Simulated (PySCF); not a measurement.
# Static response to an electric field

C₄H₆FPSSi.
Cartesian coordinates in Å at the GFN2-xTB level; atoms count from 1:
```
atom  x, y, z in Å
C1    -2.989   -0.235    0.267
C2    -1.525    0.012    0.089
P3    -0.295   -1.139    0.410
C4     1.041   -0.058   -0.048
Si5    2.867   -0.547    0.010
C6     0.649    1.168   -0.448
F7     1.502    2.130   -0.835
S8    -1.033    1.570   -0.482
H9    -3.564    0.648   -0.003
H10   -3.315   -1.067   -0.357
H11   -3.210   -0.491    1.303
H12    3.414   -0.423   -1.342
H13    3.551    0.360    0.931
H14    2.908   -1.929    0.484
```

Level: PBE0/def2-SVPD (PySCF), static field, nuclei fixed, core orbitals frozen in the response. The polarisability tensor in these axes (au):

```
x   149.56  -8.11  -1.60
y    -8.11 117.53 -12.86
z    -1.60 -12.86  83.53
```

Diagonalise the tensor; give its mean and Δα, where Δα² is half the sum of the squared differences of the eigenvalues.

Principal values 78.97, 120.12 and 151.53 au; mean 116.87 au = 17.32 Å³ = 19.27 × 10⁻⁴⁰ C²·m²/J; Δα = 63.02 au (54 % of the mean).

What is the dipole moment, and where does it point?

(-1.48, -0.02, 0.10) D, 1.48 D in size, pointing from the negative to the positive side. Measured along this direction, the outermost atoms are H12 and H13 at the negative end and H9 at the positive end.

Form Σ f/ω² (atomic units) for the 8 lowest TDDFT singlets, given as eV and f, and set it beside the mean polarisability, which is this sum over all singlets: 4.58, 0.0912; 4.83, 0.0003; 5.03, 0.0146; 5.21, 0.0055; 5.75, 0.0003; 5.76, 0.1459; 6.01, 0.0006; 6.33, 0.0774.

They add up to 8.51 au, 7.3 % of the 116.87 au; the largest single term is 3.26 au, from the state at 5.76 eV. Terms in order: 3.22, 0.01, 0.43, 0.15, 0.01, 3.26, 0.01, 1.43 au. Higher excitations give the rest. The strengths listed sum to 0.336.

Molar refractivity from α?

Lorentz–Lorenz: R = (4π/3)N_A α = 2.5225 cm³/(mol·Å³) × 17.32 Å³ = 43.7 cm³/mol, in the limit of long wavelengths.

Rayleigh depolarisation ratio (linearly polarised light, static tensor)?

ρ = 3Δα²/(45ᾱ² + 4Δα²) = 11914.7/(614663 + 15886.3) = 0.0189.

What would n − 1 = 2πNα be for an ideal gas of these molecules at 350 K and 1 atm, electronic part alone?

N = p/kT = 2.0968 × 10¹⁹ cm⁻³, so n − 1 = 2π × N × 17.32 × 10⁻²⁴ cm³ = 2282 × 10⁻⁶ at long wavelengths, for an ideal gas.

Geometry: GFN2-xTB; no solvent, vibrations or thermal averaging. GFN2-xTB frequencies show an imaginary mode (118i cm⁻¹), so this geometry is no minimum at that level.
